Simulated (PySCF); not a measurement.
Vertical excitations of a molecule C₅H₄F₂O from TDA-M06-2X/def2-SVPD (PySCF), as energy in eV (oscillator strength): 3.51 (0.000), 5.99 (0.338), 6.77 (0.017), 7.08 (0.006), 7.36 (0.014), 7.63 (0.028). Lowest triplet (TDA): 3.11 eV. The structure is a stationary point at PBE0-D3(BJ)/def2-SVP. One conformer was computed; it need not be the lowest.

Question: Pick the molecule that these values belong to.
A) C=C1C(=O)[C@H](F)[C@@H]1F
B) O=C1/C(=C/F)C[C@H]1F
C) FC1=C(F)OC=CC1
D) O=C1C=CC(F)(F)C1

Answer: B, O=C1/C(=C/F)C[C@H]1F
